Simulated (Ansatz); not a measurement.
Geometry optimisation, DFT PBE, scalar-relativistic, plane waves, PAW (Ansatz 0.2.0).

Input file:

```yaml
crystal:
  lattice:
    - [6.62, 0.0, 0.0]
    - [3.31, 5.733088, 0.0]
    - [0.0, 0.0, 16.27614]
  atoms:
    - { symbol: Sc, position: [0.0, 0.0, 0.06143963] }
    - { symbol: Sc, position: [0.5, 0.0, 0.06143963] }
    - { symbol: Sc, position: [-1.0e-08, 0.50000002, 0.06143963] }
    - { symbol: Sc, position: [0.49999999, 0.50000002, 0.06143963] }
    - { symbol: Sc, position: [-0.16666667, 0.33333334, 0.22352167] }
    - { symbol: Sc, position: [0.33333333, 0.33333334, 0.22352167] }
    - { symbol: Sc, position: [-0.16666668, 0.83333336, 0.22352167] }
    - { symbol: Sc, position: [0.33333332, 0.83333336, 0.22352167] }
    - { symbol: Sc, position: [0.0, 0.0, 0.38560371] }
    - { symbol: Sc, position: [0.5, 0.0, 0.38560371] }
    - { symbol: Sc, position: [-1.0e-08, 0.50000002, 0.38560371] }
    - { symbol: Sc, position: [0.49999999, 0.50000002, 0.38560371] }
    - { symbol: C, position: [0.16666666, 0.16666667, 0.4863647] }
    - { symbol: H, position: [0.16666666, 0.66666669, 0.43291223] }
basis:
  ecutwfc: 420.0
kpoints:
  mp_grid: { grid: [4, 4, 1] }
hamiltonian:
  xc: pbe
scf:
  occupations: { method: gaussian, width: 0.05 }
  lower_state_search: "off"
relax:
  f_tol: 0.03
  max_steps: 60
  adjacent_minimum: "off"
  constraints: [{ sites: [0, 1, 2, 3] }]
output:
  write_density: true
  write_potential: true
  elf: true
  volumetric_format: npy
```

Launched with:

```bash
$ ansatz run input.yaml --threads 4 --pin off --max-ram 10240MiB --backend cpu --events-out ev --progress --plain --runs-dir out
```

Task: Where does it end, and by what steps?

Result: The run converged. Limits of this set-up: coarse k mesh, thin slab, slab without dipole correction, odd electron count without spin, a typed lattice constant that wasn't relaxed here. After 10 steps the energy has fallen by 2.285 eV; C13 moved furthest, 0.97 Å.

```tsv
step	energy less start (eV)	largest force component (eV/Å)	accepted
0	0.0000	3.670	yes
1	-1.2882	3.071	yes
2	-1.9435	1.224	yes
3	-2.1386	0.421	yes
4	-2.2322	0.266	yes
5	-2.2687	0.155	yes
6	-2.2792	0.108	yes
7	-2.2834	0.031	yes
8	-2.2845	0.061	yes
9	-2.2849	0.032	yes
10	-2.2853	0.008	yes
```

```xyz
14
Lattice="6.6200 0.0000 0.0000 3.3100 5.7331 0.0000 0.0000 0.0000 16.2761" Properties=species:S:1:pos:R:3
Sc 0.000 0.000 1.000
Sc 3.310 0.000 1.000
Sc 1.655 2.867 1.000
Sc 4.965 2.867 1.000
Sc 0.008 1.907 3.467
Sc 3.346 1.961 3.475
Sc 1.633 4.790 3.472
Sc 4.939 4.721 3.475
Sc 0.001 -0.104 6.171
Sc 3.072 0.137 6.052
Sc 1.746 2.918 6.171
Sc 4.940 2.881 6.096
C 1.453 1.072 6.973
H 3.381 3.781 7.114
```

Whether the end is a true minimum wasn't checked by a vibrational analysis.

Run time: 47 s on 4 threads of Intel(R) Xeon(R) 6975P-C (Granite Rapids), with other jobs on the host, peak memory 1.5 GiB.
